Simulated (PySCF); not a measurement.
C₆ coefficients of unlike pairs at UHF

Calculated with PySCF 2.14 from the dipole response of each species, C₆(A,B) = (3/π) ∫ α_A(iu) α_B(iu) du, in atomic units, from isotropic polarisabilities. For ions this is the dispersion term alone; charge-induced terms of lower order in 1/R come first.

| species | configuration | basis | relativity | α (bohr³) | C₆ (like pair) |
| --- | --- | --- | --- | --- | --- |
| Ru⁺ | [Kr] 4d7 (4F) | x2c-TZVPPall with one added diffuse shell each of s, p, d, f type (9s7p7d3f1g) | spin-free X2C | 13.39 | 83.83 |
| I²⁺ | [Kr] 4d10 5s2 5p3 (4S) | aug-cc-pV5Z-PP with ECP28MDF (8s8p6d4f3g2h) | core potential | 14.02 | 96.88 |
| Cr⁺ | [Ar] 3d5 (6S) | dyall-av2z (16s12p7d2f) | none | 8.699 | 31.07 |
| P | [Ne] 3s2 3p3 (4S) | aug-cc-pV(D+d)Z (5s4p3d) | none | 24.56 | 184.0 |

Q: Estimate C₆ for Cr⁺ with I²⁺.

A: The integral gives 54.53. The combination rule 2 C_A C_B / (C_A α_B/α_A + C_B α_A/α_B) gives 54.63 and the geometric mean 54.86.

No spin-orbit coupling is included.

The other pairs:

| pair | C₆ |
| --- | --- |
| P, Cr⁺ | 72.43 |
| P, Ru⁺ | 119.2 |
| Cr⁺, Ru⁺ | 50.95 |
| P, I²⁺ | 129.5 |
| I²⁺, Ru⁺ | 89.89 |
